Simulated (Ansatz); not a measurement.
Reaction (redistribution): `C=C[Se]CC` + `C=CCO[SiH3]` → `C=CC[Se]C=C` + `CCO[SiH3]`

Gas-phase electronic energies from Ansatz, PBE0-D4/def2-TZVP geometries. CCSD(T)/CBS is the MP2 limit (def2-TZVPP, def2-QZVPP) plus CCSD(T) − MP2 in def2-TZVPP, frozen cores. Functionals use def2-TZVPP. For Se outer-core shells are correlated without core-valence functions, which leaves a few kJ/mol of doubt a bond. Scalar relativity is left out up to krypton. Each species was taken in one conformer, which may not be the lowest.

Is it downhill or uphill in electronic energy at CCSD(T)/CBS, and by how much? (Best estimate.)

Ansatz gave: Downhill: ΔE = -7.9 kJ/mol.

What do these levels give: r2SCAN-D4, ωB97X-V, B2PLYP, PBE, SCS-MP2/def2-QZVPP, MP2/CBS(def2)? (Estimate.)

Computed: r2SCAN-D4 -9.6, ωB97X-V -7.4, B2PLYP -8.1, PBE -8.1, SCS-MP2/def2-QZVPP -8.6, MP2/CBS(def2) -9.6 kJ/mol.

Largest T1 diagnostic among the species: 0.011.
